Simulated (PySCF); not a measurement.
C2H5Te, SMILES [CH2][Te]C (connectivity only; charge and spin as stated), charge +1, multiplicity 1.

Geometry optimised at PBE-D3(BJ)/def2-SVP. The spin state was assumed, not searched. The isomer is the one that the SMILES or the coordinates give; other isomers of the formula were not compared. The def2 effective core potentials stand for the cores of Te; spin–orbit coupling is left out.

These are PySCF 2.14.0 with PBE-D3(BJ)/def2-SVP values and carry that method's errors.

Frequencies are harmonic and unscaled.

| mode | ν (cm⁻¹) | IR (km/mol) | moving atoms (share of kinetic energy) |
|---|---|---|---|
| 1 | 58 | 0.5 | H 95 % |
| 2 | 211 | 0.1 | C 59 %, H 31 %, Te 10 % |
| 3 | 504 | 0.0 | H 100 % |
| 4 | 506 | 0.8 | C 77 %, H 13 %, Te 10 % |
| 5 | 725 | 8.2 | C 72 %, H 19 %, Te 9 % |
| 6 | 753 | 4.3 | H 83 %, C 16 % |
| 7 | 826 | 47.7 | H 83 %, C 17 % |
| 8 | 851 | 10.1 | H 81 %, C 18 % |
| 9 | 860 | 25.0 | H 82 %, C 18 % |
| 10 | 1209 | 2.1 | H 87 %, C 13 % |
| 11 | 1321 | 3.5 | H 87 %, C 13 % |
| 12 | 1354 | 16.9 | H 95 % |
| 13 | 1371 | 28.6 | H 95 % |
| 14 | 2993 | 17.0 | H 98 % |
| 15 | 3063 | 40.0 | H 96 % |
| 16 | 3119 | 14.0 | H 90 %, C 10 % |
| 17 | 3141 | 11.2 | H 90 %, C 10 % |
| 18 | 3200 | 36.3 | H 89 %, C 11 % |
